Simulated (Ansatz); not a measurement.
`[OH][Sn]([OH])([OH])[Cl]` → Cl• + 3 H• + 3 O• + Sn•  (atomization)

Calculated with Ansatz (gas phase, PBE0-D4/def2-TZVP geometries, no zero-point term in ΔE). CCSD(T)/CBS is the MP2 limit (def2-TZVPP, def2-QZVPP) plus CCSD(T) − MP2 in def2-TZVPP, frozen cores. This one scheme is used for every species, atoms too. DFT in def2-TZVPP. No spin–orbit coupling; open shells (•) take unrestricted orbitals. Spin–orbit coupling would lower the free atoms: a little for Cl, O; strongly for Sn. Elements past krypton have def2 core potentials. Bonds to Sn are less sure, by a few kJ/mol each and by 10 to 20 or more in all where they break to atoms, as the def2 sets lack core-valence functions. One conformer a species, not always the lowest.

```
         level  ΔE (kcal/mol)
     revPBE-D4          635.0
     r2SCAN-D4          645.6
  CAM-B3LYP-D4          641.5
      PBE-QIDH          630.9
        r2SCAN          644.5
  MP2/def2-SVP          602.8
MP2/def2-TZVPP          650.1
 HF/def2-QZVPP          410.2
```

What does CCSD(T)/CBS give? (Best estimate.)

The calculation gave: +656.1 kcal/mol. The listed levels differ from it by -21.1, -10.5, -14.6, -25.2, -11.6, -53.3, -6.0, -245.9 kcal/mol.

Largest T1 diagnostic among the species: 0.014.

At CCSD(T), def2-SVP lies −77.6 kcal/mol from the extrapolated value and def2-TZVPP −29.2 kcal/mol: correlation converges slowly with the basis, and small sets miss more of it in the bonded molecule than in its fragments. From r2SCAN to r2SCAN0 (25 % exact exchange), in def2-TZVPP and without D4, ΔE moves by −24.5 kcal/mol: exact exchange takes away binding that semilocal exchange gives to molecules.

For atomizations the MP2-based limit and the directly extrapolated one differ by several kJ/mol either way, and by 10 to 25 for some Ge, Se and Sn compounds, so smaller differences from it don't rank the levels.
